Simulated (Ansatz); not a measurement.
H2Sb (SMILES [SbH2]), charge 0, multiplicity 2, relaxed at each level with Ansatz (a quantum-chemistry and plane-wave program); harmonic frequencies from differences of analytic forces, average atomic masses, frozen cores. Open shells are unrestricted. Elements past Kr take the def2 small-core potentials, without spin–orbit coupling.

```csv
mode,HF/def2-TZVPP (cm⁻¹),PBE/def2-TZVPP (cm⁻¹),r2SCAN/def2-TZVPP (cm⁻¹),wB97X-V/def2-TZVPP (cm⁻¹),CCSD(T)/def2-SVP (cm⁻¹),CCSD(T)/def2-TZVPP (cm⁻¹)
1,924,805,842,867,864,…
2,2047,1870,1937,2003,1932,…
3,2053,1878,1943,2005,1937,…
```

Q: Modes are in rising order at each level. Complete the blanks.

A: 
- 2, CCSD(T)/def2-TZVPP (cm⁻¹): 1944
- 3, CCSD(T)/def2-TZVPP (cm⁻¹): 1946
- 1, CCSD(T)/def2-TZVPP (cm⁻¹): 847
